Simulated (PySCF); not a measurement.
A side-by-side comparison of computed properties.

First species: C₈H₉ClO₂.
SMILES: `O=C(c1c(cco1)C(C)C)Cl`

Second species: C7H5ClFN.
InChI=1S/C7H5ClFN/c8-6-2-1-5(4-10)7(9)3-6/h1-4,10H/b10-4-

Levels: PBE0/pcSseg-1 for dipole moment, HOMO energy, LUMO energy and HOMO–LUMO gap; GFN2-xTB for rotational constant A and rotational constant C. Geometries: GFN2-xTB. Each structure is a single optimised conformer of the isolated species, non-relativistic unless stated; the electronic structure was computed with PySCF and density fitting.

Dipoles, sizes and rotational constants follow the conformer. The torsions of the flexible species, by atom-mapped SMILES:
- `[CH3:1][CH:2]([CH3:3])[c:4]1[cH:5][cH:6][o:7][c:8]1[C:9](=[O:10])[Cl:11]`: C1–C2–C4–C5 -95°, O7–C8–C9–O10 179°
- `[H]/[N:1]=[CH:2]\[c:3]1[cH:4][cH:5][c:6]([Cl:7])[cH:8][c:9]1[F:10]`: N1–C2–C3–C4 0°

Question: Which has the higher LUMO energy?

Answer: The second: -1.94 eV against -1.99 eV, a difference of 0.05 eV.

Question: Which has the higher HOMO–LUMO gap?

Answer: The second: 5.58 eV against 5.43 eV, a difference of 0.15 eV.

Question: Which of the two has the higher dipole moment, and by how much?

Answer: The first: 4.59 D against 2.19 D, a difference of 2.40 D.

Question: Which has the higher rotational constant A?

Answer: The second: 2.527 GHz against 1.556 GHz, a difference of 0.971 GHz.

Question: Which has the higher HOMO energy?

Answer: The first: -7.42 eV against -7.52 eV, a difference of 0.10 eV.

On the first: A dipole of 4.59 D is allowed in C1, and pure rotational transitions are dipole-allowed. The dipole equals about 15.3 × 10⁻³⁰ C·m (1 D = 3.33564 × 10⁻³⁰ C·m).

On the second: The dipole equals about 7.3 × 10⁻³⁰ C·m (1 D = 3.33564 × 10⁻³⁰ C·m).
